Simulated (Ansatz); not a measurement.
Spectroscopic constants of IrN, closed-shell singlet (lowest of 2S+1 = 1, 3, 5, 7 at CCSD(T)/def2-TZVPP on PBE0 minima; our sources give no spin for the ground state, which may be another). No spin–orbit coupling.

Seven points along R, fitted to fifth degree in 1/R; most abundant isotopes. In def2 and cc sets the state is the lowest found near the PBE0 minimum, followed along R. The singlet is held restricted.

Codes used: Ansatz (Gaussian basis) for Hartree–Fock, density functionals and correlated methods. Each number belongs to the level named beside it. In def2 rows elements past Kr take small-core potentials, without spin–orbit coupling.

Energies at BHLYP/def2-TZVPP:

```tsv
R (Å)	E (hartree)
1.465965	-158.81377866
1.505372	-158.82581870
1.541627	-158.83113304
1.582611	-158.83172605
1.623595	-158.82769475
1.670884	-158.81857375
1.726055	-158.80344592
```

**Question.** With a reduced mass of 13.0556 u, find the minimum, the force constant and the constants.

**Answer.** A fifth-degree polynomial in 1/R puts the minimum at r_e = 1.5665 Å with force constant 1310 N/m. Then ω_e = (1/2πc)√(k/μ) = 1305 cm⁻¹ and B_e = h/(8π²cμr_e²) = 0.5262 cm⁻¹; the cubic and quartic terms give α_e = 0.0024 and ω_e x_e = 4.4 cm⁻¹.

Ansatz is an electronic-structure program.
